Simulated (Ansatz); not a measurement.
Geometry optimisation, RKS PBE0/def2-SVP (Ansatz 0.2.0).

The input (input.yaml):

```yaml
crystal:
  periodic: [false, false, false]
  atoms:
    - { symbol: Ti, position_ang: [-0.075511, 0.142224, 0.008395] }
    - { symbol: Cl, position_ang: [-0.15178, 0.307528, 2.315901] }
    - { symbol: Cl, position_ang: [1.925889, 0.252657, -0.793403] }
    - { symbol: F, position_ang: [-0.913158, 1.511523, -0.580347] }
    - { symbol: Cl, position_ang: [-1.100612, -1.594467, -0.76378] }
    - { symbol: H, position_ang: [1.35674, -2.173456, 1.015047] }
    - { symbol: H, position_ang: [1.136532, -1.80421, 1.592687] }
basis:
  gaussian: { orbitals: def2-SVP }
hamiltonian:
  xc: pbe0
relax:
  f_tol: 0.03
  max_steps: 50
```

Launched with:

```bash
$ ansatz run input.yaml --threads 4 --pin off --max-ram 5120MiB --backend cpu --events-out ev --progress --plain --runs-dir out
```

**Question.** Where does it end, and by what steps?

**Answer.** It converged. After 5 steps the energy has fallen by 0.251 eV; H7 moved furthest, 0.66 Å.

```csv
step,energy less start (eV),largest force component (eV/Å),accepted
0,0.0000,1.626,yes
1,-0.1997,0.286,yes
2,-0.1998,0.288,yes
3,-0.2322,0.123,yes
4,-0.2492,0.067,yes
5,-0.2514,0.008,yes
```

```xyz
7
Properties=species:S:1:pos:R:3
Ti -0.226 0.390 -0.079
Cl -0.280 0.515 2.079
Cl 1.820 0.420 -0.769
F -1.058 1.740 -0.733
Cl -1.196 -1.424 -0.737
H 1.662 -2.672 1.194
H 1.456 -2.328 1.841
```

Whether the end is a true minimum wasn't checked by a vibrational analysis.

The run took 15 s on 4 threads of Arm Neoverse V2, with other jobs on the host, peak memory 0.29 GiB.
